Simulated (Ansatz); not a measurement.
Cost and result for the atomization energy of CH2BrFO2Si, SMILES `O[Si@@]1(Br)O[C@H]1F` (8 atoms, 8 bonds).

```xyz
8

O     1.075   -1.156   -1.077
Si   -0.243   -0.428   -0.489
Br   -1.905   -0.955   -1.786
O    -0.497   -0.405    1.139
C    -0.230    0.950    0.676
F     0.948    1.420    1.167
H     1.880   -1.072   -0.559
H    -1.027    1.646    0.929
```

Charge 0, multiplicity 1. Correlated methods include outer-core shells of Br, which these sets cover unevenly. Scalar relativity is left out up to krypton. The geometry is a stationary point of PBE0-D4/def2-TZVP. It is one conformer, not always the lowest. Program: Ansatz. All runs use 4 threads of an Arm Neoverse V2 on a shared host. Times are those of one run each, without the atoms' runs, and a repeat can differ threefold. Electronic energies, without spin–orbit coupling; frozen cores. CCSD(T)/CBS adds CCSD(T) − MP2 in def2-TZVPP to the MP2 limit, and its time is that of the two runs behind it. T1 = 0.012. With those shells the extrapolation isn't a true limit.

CCSD(T)/CBS is a level of theory with its own doubt, some kJ/mol a heavy atom from the limit and from the frozen cores, so smaller differences don't rank the functionals.

```csv
level,functions,wall time,atomization (kcal/mol),difference from CCSD(T)/CBS,per bond
revPBE-D4/def2-TZVPP,242,2.6 s,742.7,-4.5,-0.6
BLYP-D4/def2-TZVPP,242,2.6 s,743.7,-3.5,-0.4
PBE-D4/def2-TZVPP (with forces),242,3 s,770.4,23.2,2.9
PBE0-D4/def2-TZVPP,242,4.5 s,742.8,-4.4,-0.6
BHLYP-D4/def2-TZVPP,242,4.8 s,698.6,-48.6,-6.1
r2SCAN-D4/def2-TZVPP (with forces),242,6.5 s,750.5,3.3,0.4
r2SCANh-D4/def2-TZVPP,242,8 s,740.5,-6.7,-0.8
B97M-V/def2-TZVPP,242,10 s,744.4,-2.8,-0.3
CCSD(T)/def2-SVP,116,13 s,677.0,-70.2,-8.8
ωB97M-V/def2-TZVPP (with forces),242,16 s,745.9,-1.3,-0.2
MP2/def2-QZVPP,447,28 s,770.6,23.4,2.9
CCSD(T)/def2-TZVPP,242,5.4 min,719.3,-27.9,-3.5
CCSD(T)/CBS(def2),–,5.9 min,747.2,0.0,0.0
```

In def2-TZVPP, CCSD(T) changes the Hartree–Fock value by +226.4 kcal/mol (the triples alone add +17.8 kcal/mol) and MP2 by +261.0 kcal/mol; breaking electron pairs costs correlation energy, which Hartree–Fock lacks. At CCSD(T), def2-SVP lies −70.1 kcal/mol from the extrapolated value and def2-TZVPP −27.9 kcal/mol: correlation converges slowly with the basis, and small sets miss more of it in the bonded molecule than in its fragments. Leaving LDA and LC-ωPBE aside and taking each functional with its dispersion term where it has one, the values spread over 71.8 kcal/mol, from BHLYP-D4 to PBE-D4. LDA lies +123.0 kcal/mol from PBE without D4, its usual overbinding.
